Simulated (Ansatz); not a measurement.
Job for Ansatz (an electronic-structure program): R-r2SCAN/def2-TZVPPD on AsH5O (a complex), monomers drawn apart or pushed together. Files ending in .json are basis or fitting sets from the Basis Set Exchange.

Ansatz 0.2 input:
```yaml
crystal:
  periodic: [false, false, false]
  atoms:
    - {symbol: O, position_ang: [-0.04880423, 0.63243907, -0.59994090]}
    - {symbol: H, position_ang: [-0.91007277, 0.30571641, -0.87872982]}
    - {symbol: H, position_ang: [-0.00101452, 0.43945104, 0.34582986]}
    - {symbol: As, position_ang: [0.20717113, -0.37579484, 2.62224365]}
    - {symbol: H, position_ang: [-0.22255806, 0.31409714, 3.90831034]}
    - {symbol: H, position_ang: [1.62145642, -0.61926389, 3.12556961]}
    - {symbol: H, position_ang: [-0.28321037, -1.73765574, 3.09175050]}
basis:
  gaussian:
    orbitals: def2-TZVPPD.json
hamiltonian:
  xc: {name: r2SCAN}
scf: {lower_state_search: off}
```

It printed:

```
WARN ansatz: RAYON_NUM_THREADS=1 ignored (pool sized by the plan → 1); use --threads N
Functional definition: r2SCAN
these checks for a lower state are left out or cut short: stability, starts, cluster_reference, orbital_swaps, neighbouring_geometries, increment
integrals: 0.07 GiB planned
886 factors; their error is unknown
mean field: 0.60 GiB planned
mean field evaluation 1: about -62964.0182 eV, gradient 5.8e1 eV
mean field evaluation 2: about -62937.4376 eV, gradient 1.2e2 eV
mean field evaluation 4: about -62969.2599 eV, gradient 3.1e0 eV
mean field evaluation 8: about -62969.2730 eV, gradient 2.9e-1 eV
mean field evaluation 16: about -62969.2731 eV, gradient 3.0e-6 eV
mean field -62969.27307606 eV, -2314.0781034390 hartree, gradient 3.1e-6 eV, S^2 0.000000; 0 other end points of the search recorded, 0 dependent functions left out
reference -62969.27309193 eV, -2314.0781040221 hartree; 23, 23 occupied and 156, 156 virtual orbitals, 886 factors
Total energy: -62969.27309193 eV, -2314.0781040221 hartree
Checks for a lower state left out: stability, starts, cluster_reference, orbital_swaps, neighbouring_geometries, increment
```

The run converged.

Cost: very roughly 2.5 core-seconds.
